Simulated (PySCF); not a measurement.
# Bond lengths and vibrations by method: AlBH3O

Calculated results; nothing here was measured. They come from PySCF 2.14.0, an open-source quantum chemistry program, on an isolated molecule that a program drew, which may never have been made. The molecule is AlBH3O (charge 0, doublet), drawn as the SMILES string `O[BH][AlH]`.

The geometry was optimised and harmonic frequencies were computed with HF and MP2, all in the cc-pV(D+d)Z basis, for the commonest isotopes, with a restricted reference for singlets and an unrestricted one otherwise, and a frozen core in MP2. Each result is a local minimum of its method.

Geometry at the HF minimum:
```xyz
6
AlBH3O, angstrom
O    -0.5211   -3.0042   -0.3513
B     0.3171   -1.9392   -0.2995
Al    0.0969   -0.5146    1.3218
H    -0.3896   -3.5600   -1.1060
H     1.1231   -1.7954   -1.1948
H     0.9616   -0.6113    2.6622
```

Lengths of the bonds as drawn, in Å (atoms numbered as above):
```
  bond     HF    MP2
 O1-B2  1.356  1.371
B2-Al3  2.170  2.160
 O1-H4  0.947  0.969
 B2-H5  1.213  1.220
Al3-H6  1.598  1.597
```

Rotational constants, in GHz:
```
constant,HF,MP2
A,47.07,46.6
B,4.377,4.381
C,4.115,4.112
```

Harmonic frequencies in cm^-1, each column in rising order, so a row needn't be the same motion in every method:
```
rank,HF,MP2
1,171,169
2,237,232
3,403,376
4,516,506
5,634,627
6,909,889
7,1050,999
8,1260,1191
9,1350,1313
10,1907,1894
11,2590,?
12,4134,3821
```

**Estimate the missing MP2 frequency from the HF column.**

A single factor s that minimises the squared misfit of MP2 against s times HF over the other rows is sum(HF x MP2) / sum(HF^2) = 0.9426, with an rms misfit of 42 cm^-1. For rank 11 it gives 0.9426 x 2590 = 2441 cm^-1. The calculation gives 2553 cm^-1, 112 cm^-1 above the estimate. The drawn bonds are on average 0.7 % longer in MP2 than in HF.
